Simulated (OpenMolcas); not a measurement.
Multiconfigurational calculation on Ni2+

Ni2+ with 6 ligands (fluoride) in trigonal prismatic coordination (D3h) at 2 Å, a polar angle of 51.1° against the regular 49.1°. A charge of +0.667 e stands 3.2 Å behind each ligand. Ligand basis ANO-RCC-VDZP.

Input:

```
&GATEWAY
Coord
7

Ni 0.0 0.0 0.0
F 1.555697 0.000000 1.256904
F -0.777848 1.347273 1.256904
F -0.777848 -1.347273 1.256904
F 1.555697 0.000000 -1.256904
F -0.777848 1.347273 -1.256904
F -0.777848 -1.347273 -1.256904
Basis=Ni.ANO-RCC-VTZP,F.ANO-RCC-VDZP
Group=NoSym
NoMove
AngMom=0.0 0.0 0.0
AMFI
RICD
XField
6 Angstrom 0
4.044812 0.000000 3.267950 0.666667
-2.022405 3.502910 3.267950 0.666667
-2.022405 -3.502910 3.267950 0.666667
4.044812 0.000000 -3.267950 0.666667
-2.022405 3.502910 -3.267950 0.666667
-2.022405 -3.502910 -3.267950 0.666667
&SEWARD
&RASSCF
FileOrb=start.orb
Symmetry=1
Spin=3
nActEl=8 0 0
Inactive=39
Ras2=5
CIRoot=10 10 1
SDav=10
CIMx=300
Iter=150 100
PrWF=0.3
OrbListing=Nothing
MaxOrb=0
LevShft=1.0
>>> COPY $Project.JobIph JOB001
&RASSCF
FileOrb=start.orb
Symmetry=1
Spin=1
nActEl=8 0 0
Inactive=39
Ras2=5
CIRoot=15 15 1
SDav=15
CIMx=300
Iter=150 100
PrWF=0.3
OrbListing=Nothing
MaxOrb=0
LevShft=1.0
>>> COPY $Project.JobIph JOB002
&RASSI
NrOfJobIphs=2 10 15
1 2 3 4 5 6 7 8 9 10
1 2 3 4 5 6 7 8 9 10 11 12 13 14 15
IphNames
JOB001
JOB002
EJob
SpinOrbit
DIPRint=1.0
SOCoupling=1000.0
Subsets=2
Property=9
'ANGMOM' 1 'ANGMOM' 2 'ANGMOM' 3 'MLTPL  1' 1 'MLTPL  1' 2 'MLTPL  1' 3
'AMFI' 1 'AMFI' 2 'AMFI' 3
SOProperty=3
'ANGMOM' 1 'ANGMOM' 2 'ANGMOM' 3
```

Launched by
```bash
OMP_NUM_THREADS=1 MOLCAS_MEM=2457 MOLCAS_PROJECT=a pymolcas a.inp > a.log  # once for each step of the input, in one work folder
```

A driver script runs the steps one by one and writes start.orb anew before each from the orbitals found so far.

Output, cut to the results:

```
--- SEWARD ---
Basis set label: NI.ANO-RCC...6S5P3D2F1G.

      Electronic valence basis set:
      ------------------
      Associated Effective Charge  28.000000 au
      Associated Actual Charge     28.000000 au
      Nuclear Model: Point charge

      Shell  nPrim  nBasis  Cartesian Spherical Contaminant
         s      21       6        X
         p      15       5        X
         d      10       3                 X
         f       6       2                 X
         g       4       1                 X
                  Relativistic Douglas-Kroll-Hess integrals:
                    - DKH order of Hamiltonian: 2
                    - DKH order of Properties : 0
                  Atomic mean-field integrals
--- RASSCF ---
Wave function specifications:
      -----------------------------

      Number of closed shell electrons          78
      Number of electrons in active shells       8
      Max number of holes in RAS1 space          0
      Max nr of electrons in RAS3 space          0
      Number of inactive orbitals               39
      Number of active orbitals                  5
      Number of secondary orbitals              99
      Spin quantum number                      1.0
      State symmetry                             1
Orbital specifications:
      -----------------------

      Symmetry species                           1
                                                 a
      Frozen orbitals                            0
      Inactive orbitals                         39
      Active orbitals                            5
      RAS1 orbitals                              0
      RAS2 orbitals                              5
      RAS3 orbitals                              0
      Secondary orbitals                        99
      Deleted orbitals                           0
      Number of basis functions                143
      Number of CSFs                            10
      Number of root(s) required                10
      Iter CI   SX   CI       RASSCF       Energy    max ROT     max BLB   max BLB  Level Ln srch  Step   QN
          iter iter root      energy       change     param      element    value   shift minimum  type update
 Nr of preliminary CI iterations:   1
      Total energies have been shifted. Add                -2000.00 au
        1   1   14    0  -116.58574028    0.00E+00  -5.23E-02   28 119 1 -3.43E-01*  1.23   0.00    SX    NO
        2   1   16    0  -117.34115773   -7.55E-01*  1.85E-02    7  62 1  9.90E-02*  0.90   0.00    SX    NO
        3   1   15    0  -117.41315308   -7.20E-02*  6.58E-03   36 135 1  4.30E-02*  0.86   0.00    SX    NO
        4   1   14    0  -117.42066878   -7.52E-03* -3.27E-03    8  63 1  1.60E-02*  0.83   0.00    SX    NO
        5   1   14    0  -117.42271130   -2.04E-03* -5.53E-03   12  61 1 -6.97E-03*  0.84   1.82    QN   YES
        6   1   12    0  -117.42389722   -1.19E-03*  1.42E-03   36 135 1 -3.65E-03*  0.83   1.06    QN   YES
        7   1   12    0  -117.42402446   -1.27E-04*  9.97E-04   11  90 1 -2.37E-03*  0.83   1.71    LS   YES
        8   1   12    0  -117.42405096   -2.65E-05* -3.94E-04    8  63 1 -3.68E-03*  0.83   1.01    QN   YES
        9   1   10    0  -117.42407725   -2.63E-05*  2.33E-04   44  53 1  4.77E-04*  0.83   1.34    QN   YES
       10   1   10    0  -117.42408104   -3.79E-06* -1.05E-04    7  62 1  2.92E-04*  0.83   1.26    QN   YES
       11   1    9    0  -117.42408175   -7.03E-07*  4.95E-05    7  62 1  1.70E-04*  0.83   1.32    QN   YES
       12   1    8    0  -117.42408190   -1.57E-07* -1.66E-05   42  67 1  3.48E-05   0.83   1.18    QN   YES
       13   1    7    0  -117.42408192   -1.17E-08* -2.48E-05    8  63 1 -1.40E-05   0.83   2.50    LS   YES
       14   1    7    0  -117.42408191    1.04E-08* -1.34E-05    8  63 1 -5.11E-05   0.83   0.23    LS   YES
       15   1    7    0  -117.42408192   -1.12E-08*  4.09E-06    8  63 1 -3.11E-05   0.83   1.25    QN   YES
       16   1    6    0  -117.42408192   -1.82E-09  -3.77E-06    7  62 1 -6.70E-06   0.83   2.50    QN   YES
      Convergence after 16 iterations
       17   1    6    0  -117.42408192   -6.82E-12  -3.77E-06   42  45 1 -3.49E-06   0.83   2.50    QN   YES
      Natural orbitals and occupation numbers for root  1
      sym 1:   1.894953   2.000000   1.105047   1.105047   1.894953
      Natural orbitals and occupation numbers for root  2
      sym 1:   1.500031   2.000000   1.499969   1.500031   1.499969
...
--- RASSI ---
SPIN-FREE ENERGIES:
  (Shifted by EMIN (a.u.) =      -2117.4683292570)

 SF State       Relative EMIN(au)   Rel lowest level(eV)    D:o, cm**(-1)

     1             0.0000000000        0.0000000000              0.0000
     2             0.0135946822        0.3699301478           2983.6879
     3             0.0136379326        0.3711070517           2993.1802
     4             0.0139071776        0.3784335815           3052.2727
     5             0.0139071846        0.3784337705           3052.2742
     6             0.0337762545        0.9190987085           7413.0310
     7             0.0337762592        0.9190988350           7413.0320
    11             0.0816781896        2.2225767654          17926.2906
    12             0.0816781906        2.2225767913          17926.2908
    13             0.0866514410        2.3579058309          19017.7931
    14             0.0866514410        2.3579058309          19017.7931
    15             0.0966634135        2.6303454805          21215.1670
     8             0.1024281709        2.7872125202          22480.3850
     9             0.1024281957        2.7872131950          22480.3905
    10             0.1150175304        3.1297864440          25243.4301
    16             0.1270930429        3.4583778796          27893.6987
    17             0.1274317874        3.4675955870          27968.0446
    18             0.1280913532        3.4855432868          28112.8025
    19             0.1280913847        3.4855441451          28112.8094
    20             0.1321742242        3.5966438654          29008.8891
    21             0.1332905886        3.6270216882          29253.9028
    22             0.1332905925        3.6270217947          29253.9036
    23             0.1458673538        3.9692529059          32014.1837
    24             0.1458673538        3.9692529059          32014.1837
    25             0.2991467312        8.1401972470          65655.1186
...
```

Spin-orbit levels above the lowest (labels of D3, the rotations of D3h):

```csv
E (cm-1),Degeneracy,Label,2S+1,g
0.0,1,A1,3,
148.8,2,E,3,0.00 0.00 3.88
2352,2,E,3,0.00 0.00 9.75
2955,2,E,3,0.00 0.00 5.87
3258,1,A2,3,
3267,1,A1,3,
3480,2,E,3,0.00 0.00 2.03
3742,1,A2,3,
4043,1,A1,3,
4217,2,E,3,0.00 0.00 1.83
7198,1,A2,3,
7198,1,A1,3,
7945,2,E,3,0.00 0.00 3.87
8481,2,E,3,0.00 0.00 0.08
18185,2,E,1,0.00 0.00 3.82
19274,2,E,1,0.00 0.00 1.99
21234,1,A1,1 (84 %),
22675,2,E,3,0.00 0.00 5.83
22957,2,E,3,0.00 0.00 1.94
23174,1,A2,3,
```

Without dynamic correlation the repulsion within the d shell is too large (B by tens of per cent), so at a given field states of lower spin stand too high. Ligand-to-metal charge-transfer states are missing. With no ligand orbital active B as a rule stays too high, so bands that hang on it stand too high and its fall with covalency is understated. With metal d orbitals alone and no dynamic correlation the field as a rule comes out too small, by tens of per cent, by up to half for chloride and softer ligands, and the orbital part of g and χT, which goes as 1/10Dq, too large. No measured value stands beside these numbers; the geometry was imposed, not optimised, and the real ion may take another.

The RASSCF and RASSI steps took 35 s on 1 thread of Arm Neoverse V2, with other jobs on the host; the integral step is not counted.

With an even number of electrons the g values are those of a degenerate or nearly degenerate non-Kramers pair.
